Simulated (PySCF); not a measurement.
C$_{6}$H$_{16}$N$_{2}$, singlet, geometry from GFN2-xTB; HF/STO-3G (PySCF).

The PySCF input:
```python
from pyscf import gto, scf

mol = gto.Mole()
mol.atom = '''
    C     2.415168   -1.126861    0.948301
    N     1.348503   -0.299833    0.428312
    C     1.862795    0.917197   -0.161980
    C     0.512929   -1.057043   -0.484305
    C    -0.675083   -0.266426   -1.043201
    N    -1.310946    0.606364   -0.074523
    C    -1.762728   -0.100469    1.104622
    C    -2.387653    1.351434   -0.689106
    H     2.982409   -0.555797    1.681822
    H     1.989310   -1.999258    1.443663
    H     3.107762   -1.476893    0.164505
    H     1.028293    1.573790   -0.392064
    H     2.448659    0.731577   -1.077297
    H     2.504099    1.415182    0.563547
    H     0.143903   -1.928136    0.065029
    H     1.093488   -1.435760   -1.349129
    H    -0.335528    0.364132   -1.870154
    H    -1.391963   -1.000341   -1.462542
    H    -0.898075   -0.510979    1.618727
    H    -2.256414    0.606377    1.769673
    H    -2.470770   -0.912046    0.869005
    H    -3.202377    0.704662   -1.055789
    H    -1.998632    1.923170   -1.531480
    H    -2.799630    2.047602    0.039973
'''
mol.basis = 'sto-3g'
mol.charge = 0
mol.spin = 0
mol.verbose = 4
mol.build()

mf = scf.RHF(mol)
mf.kernel()
```

What does PySCF print? Leave out banner, timings and long lists.


```
PySCF version 2.14.0

[INPUT] verbose = 4
[INPUT] num. atoms = 24
[INPUT] num. electrons = 66
[INPUT] charge = 0
[INPUT] spin (= nelec alpha-beta = 2S) = 0
[INPUT] symmetry False subgroup None
[INPUT] Mole.unit = angstrom
[INPUT] Symbol           X                Y                Z      unit          X                Y                Z       unit  Magmom
[...]
nuclear repulsion = 428.37168236659
number of shells = 40
number of NR pGTOs = 168
number of NR cGTOs = 56
basis = sto-3g
ecp = {}

******** <class 'pyscf.scf.hf.RHF'> ********
method = RHF
initial guess = minao
damping factor = 0
level_shift factor = 0
DIIS = <class 'pyscf.scf.diis.CDIIS'>
diis_start_cycle = 1
diis_space = 8
diis_damp = 0
SCF conv_tol = 1e-09
SCF conv_tol_grad = None
SCF max_cycles = 50
direct_scf = True
direct_scf_tol = 1e-13
Set gradient conv threshold to 3.16228e-05
Initial guess from minao.
init E= -342.823889575888
[...]
cycle= 1 E= -341.166748388984  delta_E= 1.66  |g|= 0.388  |ddm|= 5.75
[...]
cycle= 2 E= -341.221947236742  delta_E= -0.0552  |g|= 0.113  |ddm|= 0.654
[...]
cycle= 3 E= -341.226444986497  delta_E= -0.0045  |g|= 0.0302  |ddm|= 0.195
[...]
cycle= 4 E= -341.226905377257  delta_E= -0.00046  |g|= 0.0038  |ddm|= 0.0754
[...]
cycle= 5 E= -341.226916493362  delta_E= -1.11e-05  |g|= 0.000582  |ddm|= 0.0144
[...]
cycle= 6 E= -341.2269167657  delta_E= -2.72e-07  |g|= 8.28e-05  |ddm|= 0.00242
[...]
cycle= 7 E= -341.226916769911  delta_E= -4.21e-09  |g|= 1.45e-05  |ddm|= 0.000251
[...]
cycle= 8 E= -341.226916770044  delta_E= -1.32e-10  |g|= 2.31e-06  |ddm|= 4.19e-05
[...]
Extra cycle  E= -341.22691677005  delta_E= -6.03e-12  |g|= 7.43e-07  |ddm|= 4.73e-06
converged SCF energy = -341.22691677005
```
